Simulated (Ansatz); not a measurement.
C3H6O2Si, SMILES `C=C(O)[SiH2]C=O`, relaxed with RKS PBE-D4/def2-SVP in Ansatz 0.2.0 from a rough embedded geometry. The force threshold is 0.03 eV/Å; the program also tests the step.

The species carries charge 0 and has multiplicity 1.

Start:

```xyz
12

C    -0.252   -1.318    1.501
C    -0.485   -0.498    0.521
O    -1.775   -0.064    0.308
Si    0.841    0.145   -0.742
C     0.385    1.767   -1.430
O     1.289    2.459   -1.939
H    -0.989   -1.633    2.211
H     0.794   -1.626    1.735
H    -2.335   -0.466    0.915
H     1.025   -0.961   -1.737
H     2.148    0.140    0.076
H    -0.646    2.055   -1.419
```

(1) How much energy does the relaxation release, and in how many steps? (An estimate is asked.)

(2) Which bonds change most? (An estimate is asked.)

(3) Give the relaxed structure. (Estimate.)

Answers

(1) Ansatz gave: 0.65 eV, in 13 steps, 3 of them rejected.

(2) Ansatz gave: Si4–C5 from 1.820 to 1.950 Å; C5–H12 from 1.070 to 1.140 Å; O3–H9 from 0.918 to 0.979 Å; C1–C2 from 1.299 to 1.353 Å.

(3) The calculation gave: 
```xyz
12

C    -0.196   -1.089    1.691
C    -0.482   -0.621    0.454
O    -1.746   -0.447   -0.044
Si    0.822   -0.053   -0.795
C     0.477    1.809   -1.260
O     1.347    2.540   -1.696
H    -0.989   -1.383    2.402
H     0.846   -1.195    2.024
H    -2.396   -0.714    0.639
H     0.706   -0.841   -2.074
H     2.200   -0.194   -0.219
H    -0.588    2.188   -1.122
```
